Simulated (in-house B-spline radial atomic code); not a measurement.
Values are calculated unless marked as measured or tabulated.
C6 from the polarisability at imaginary frequency: Ti4+

BSE on G0W0@HF linear response of the closed shell [Ne] 3s2 3p6, from an all-electron radial atomic-structure program (B-spline basis); non-relativistic, point nucleus, no spin-orbit coupling.

The dispersion coefficient of two like species is C6 = (3/π) ∫ α(iu)² du from 0 to ∞.

| u (hartree) | α(iu) (bohr³) |
| --- | --- |
| 0 | 1.477 |
| 0.335 | 1.43 |
| 0.783 | 1.256 |
| 1.34 | 0.9809 |
| 2.24 | 0.6266 |
| 3.35 | 0.3823 |
| 5.03 | 0.2139 |
| 7.83 | 0.1089 |
| 11.2 | 0.06259 |
| 16.8 | 0.03335 |
| 28 | 0.0148 |
| 55.9 | 0.00455 |

Task: Fit one oscillator, α(iu) = α(0)/(1 + u²/ω²), through u = 3.35 and estimate C6.

Result: From α(0)/α(iu) − 1 = 1.477/0.3823 − 1 = 2.8635, ω = u/√2.8635 = 1.9797 hartree (53.9 eV). London's formula gives C6 = (3/4) α(0)² ω = 0.75 × 1.477² × 1.9797 = 3.239 hartree·bohr⁶, and the oscillator holds f = α(0) ω² = 5.79 electrons, of a sum of oscillator strengths of 18.2.

Task: How does that compare with the full integral?

Result: The program's quadrature over all excitations gives C6 = 3.181, so the single oscillator is off by +1.8 %. At the last point the fit gives α = 0.00185 against 0.00455: higher excitations, and deeper shells where there are any, keep the true curve higher at large u.
